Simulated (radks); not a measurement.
Neutral tin inside a hard spherical wall (all orbitals vanish at R), configuration held at [Kr] 4d10 5s2 5p2 and not refilled when levels cross. Calculated with a radial shooting solver on a logarithmic mesh with Libxc functionals: scalar-relativistic Kohn-Sham, LDA (Slater exchange, Perdew-Wang correlation), spin-polarised, spherical densities, finite nucleus; open shells are filled with parallel spins first (spin-orbit coupling, left out, can overturn this in heavy ions); Fermi nuclear charge, rms radius 4.6519 fm. Eigenvalues in eV for spin up, with the zero of energy where the potential of the charges vanishes at infinity; a dash marks a level that is unbound or too diffuse for the functional's potential to be trusted. A positive occupied level is held by the wall or, in an anion where self-interaction has pushed it up, behind a barrier. The pressure on the wall is -dE/dV.

R (bohr)	E (hartree)	kinetic (hartree)	e(4p)	e(4d)	e(5s)	e(5p)	e(6s, empty)	e(5d, empty)	pressure (GPa)
free	-6171.72522	6441.695	-89.463	-25.857	-11.159	-4.238	-0.494	-	0
20	-6171.72522	6441.695	-89.463	-25.857	-11.159	-4.238	-0.482	0.635	< 0.0001
15	-6171.72522	6441.695	-89.463	-25.857	-11.158	-4.237	-0.411	0.858	< 0.0001
7	-6171.71083	6441.792	-88.830	-25.236	-10.683	-3.676	3.614	3.772	0.768
6	-6171.68049	6441.958	-88.052	-24.480	-10.096	-2.894	7.289	5.821	3.36
4	-6171.19838	6444.031	-82.582	-19.253	-4.830	4.383	34.376	19.630	104
3.5	-6170.66342	6446.101	-78.994	-15.864	-0.298	10.420	54.096	29.445	296
3	-6169.43248	6450.699	-72.886	-10.041	8.910	22.210	89.400	46.977	972
2	-6156.27226	6496.870	-36.874	27.608	86.950	113.38	312.73	158.97	20500
